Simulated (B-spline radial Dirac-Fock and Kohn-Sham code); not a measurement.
Form factor and incoherent scattering function of Mn⁺

System: the Mn⁺ ion, configuration [Ar] 3d6 (an excited configuration).

Input of the calculation (task.json; shells as n, l, electrons):

```json
{"items": [{
  "Z": 25,
  "q": 1,
  "cfg": [[1, 0, 2], [2, 0, 2], [2, 1, 6], [3, 0, 2], [3, 1, 6], [3, 2, 6]],
  "A": 55,
  "rrms": 3.7057,
  "do": ["scatter"],
  "s": [0.0, 0.05, 0.1, 0.15, 0.2, 0.25, 0.3, 0.35, 0.4, 0.45, 0.5, 0.6, 0.7, 0.8, 0.9, 1.0, 1.1, 1.2, 1.4, 1.6, 1.8, 2.0, 2.5, 3.0, 3.5, 4.0, 5.0, 6.0],
  "pz": [0, 0.1, 0.2, 0.3, 0.4, 0.5, 0.6, 0.8, 1.0, 1.2, 1.4, 1.6, 1.8, 2.0, 2.5, 3.0, 4.0, 5.0, 7.0, 10.0, 15.0, 20.0, 30.0, 40.0, 60.0, 100.0],
  "hv_scatter": [1000, 2000, 8047.8, 10000, 17479.3, 100000, 200000, 500000]
}]}
```

Launch: `python xray_run.py task.json out`

Method: configuration-average Dirac-Fock orbitals. Computed with an atomic code on a B-spline grid. f₀ is the Fourier transform of the spherical electron density, S the Waller-Hartree incoherent function, and s = sin θ/λ. The electron scattering factor follows from the Mott-Bethe formula f_e = 0.023934 Å⁻¹·(Z − f₀)/s².

| s (Å⁻¹) | f₀ | S | f_e (Å) |
| --- | --- | --- | --- |
| 0 | 24.000 | 0.000 | – |
| 0.05 | 23.622 | 0.467 | 13.195 |
| 0.1 | 22.578 | 1.658 | 5.796 |
| 0.15 | 21.086 | 3.159 | 4.163 |
| 0.2 | 19.375 | 4.667 | 3.366 |
| 0.25 | 17.622 | 6.070 | 2.825 |
| 0.3 | 15.940 | 7.356 | 2.409 |
| 0.35 | 14.392 | 8.540 | 2.072 |
| 0.4 | 13.013 | 9.631 | 1.793 |
| 0.45 | 11.812 | 10.634 | 1.559 |
| 0.5 | 10.785 | 11.551 | 1.361 |
| 0.6 | 9.203 | 13.134 | 1.050 |
| 0.7 | 8.115 | 14.404 | 0.825 |
| 0.8 | 7.362 | 15.414 | 0.660 |
| 0.9 | 6.808 | 16.233 | 0.538 |
| 1 | 6.361 | 16.919 | 0.446 |
| 1.1 | 5.963 | 17.516 | 0.377 |
| 1.2 | 5.584 | 18.051 | 0.323 |
| 1.4 | 4.843 | 18.982 | 0.246 |
| 1.6 | 4.135 | 19.761 | 0.195 |
| 1.8 | 3.497 | 20.400 | 0.159 |
| 2 | 2.956 | 20.915 | 0.132 |
| 2.5 | 2.035 | 21.794 | 0.088 |
| 3 | 1.563 | 22.322 | 0.062 |
| 3.5 | 1.319 | 22.683 | 0.046 |
| 4 | 1.171 | 22.960 | 0.036 |
| 5 | 0.956 | 23.364 | 0.023 |
| 6 | 0.769 | 23.623 | 0.016 |

f₀ starts at the number of electrons, 24, and has fallen to half at s ≈ 0.44 Å⁻¹. The sum of ⟨r²⟩ over the electrons is 20.99 bohr². For an ion f_e diverges as s goes to zero, because of the net charge.
